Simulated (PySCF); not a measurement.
# Frontier levels across methods

Compound: C₄H₅F₃.
Structure used (PBE0-D3(BJ)/def2-SVP), in Å, numbered top down from 1:
```
atom  x, y, z in Å
C1     1.3502   -0.6128    0.7048
C2     0.7312    0.6476    0.2334
F3     1.4828    1.7321    0.4412
C4    -0.4575    0.8113   -0.3564
F5    -0.8329    2.0336   -0.7540
C6    -1.4870   -0.2272   -0.6755
F7    -1.5493   -1.2167    0.2706
H8     1.5561   -0.5490    1.7854
H9     0.6956   -1.4725    0.5273
H10    2.3144   -0.7681    0.1948
H11   -1.3025   -0.7029   -1.6555
H12   -2.4593    0.2910   -0.7253
```

Basis pcSseg-1 throughout (PySCF), one geometry. The structure is a single PBE0-D3(BJ)/def2-SVP conformer in the gas phase; no vibrational or solvent corrections.

Task: How do the orbital energies, the gap and the dipole change with the method?

Result: 
| method | kind | HOMO (eV) | LUMO (eV) | gap (eV) | μ (D) | SCF cycles |
| --- | --- | --- | --- | --- | --- | --- |
| KT2 | GGA | -5.81 | -0.76 | 5.04 | 1.67 | 16 |
| LDA | LDA | -5.93 | -1.00 | 4.93 | 1.72 | 15 |
| B97-2 | global hybrid | -6.83 | 0.13 | 6.96 | 1.83 | 14 |
| PBE0 | global hybrid | -7.07 | 0.20 | 7.27 | 1.83 | 14 |
| BHandHLYP | global hybrid | -8.27 | 1.25 | 9.52 | 1.99 | 13 |
| wB97X-D | range-separated hybrid | -8.95 | 2.00 | 10.95 | 1.89 | 13 |
| LC-wPBE | range-separated hybrid | -9.74 | 2.52 | 12.25 | 1.87 | 13 |

The HOMO spans 3.93 eV, from KT2 down to LC-wPBE, and the gap runs from 4.93 eV (LDA) to 12.25 eV (LC-wPBE). Over the methods KT2 (0 %), LDA (0 %), B97-2 (21 %), PBE0 (25 %), BHandHLYP (50 %), a straight line through the gap against the share of exact exchange rises by 0.91 eV for each 10 % (correlation coefficient 1.000). The dipole ranges from 1.67 D (KT2) to 1.99 D (BHandHLYP). This basis has no diffuse functions.
